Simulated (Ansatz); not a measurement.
Consider the cleavage of the Si–Si bond: `F[SiH2][SiH2]S` + `CN[SiH3]` → `CN([SiH3])[SiH2]F` + `[SiH3]S`.

Gas-phase electronic energies from Ansatz, PBE0-D4/def2-TZVP geometries. CBS: MP2 limit from def2 TZ/QZ plus the TZ coupled-cluster correction, frozen cores. DFT in def2-TZVPP. One conformer a species, not always the lowest.

Question: Is it downhill or uphill in electronic energy at CCSD(T)/CBS, and by how much? (Best estimate.)

Answer: The calculation gave: Downhill: ΔE = -90.3 kJ/mol.

Question: What do these levels give: PBE-D4, r2SCAN-D4, HF/def2-TZVPP, SCS-MP2/def2-TZVPP, CCSD/def2-TZVPP, CCSD(T)/def2-TZVPP? (Estimate.)

Answer: The calculation gave: PBE-D4 -68.0, r2SCAN-D4 -81.8, HF/def2-TZVPP -94.5, SCS-MP2/def2-TZVPP -99.3, CCSD/def2-TZVPP -92.5, CCSD(T)/def2-TZVPP -92.6 kJ/mol.

Largest T1 diagnostic among the species: 0.012.

From PBE to PBE0 (25 % exact exchange), in def2-TZVPP and without D4, ΔE moves by −6.5 kJ/mol. The D4 term adds −4.1 kJ/mol with B3LYP and −2.1 kJ/mol with PBE0; it sums over pairs of atoms, weighted by their polarisabilities, and B3LYP, whose exchange is more repulsive, gets the larger term.

B3LYP here is the variant with VWN-RPA as its local correlation; programs differ in this.
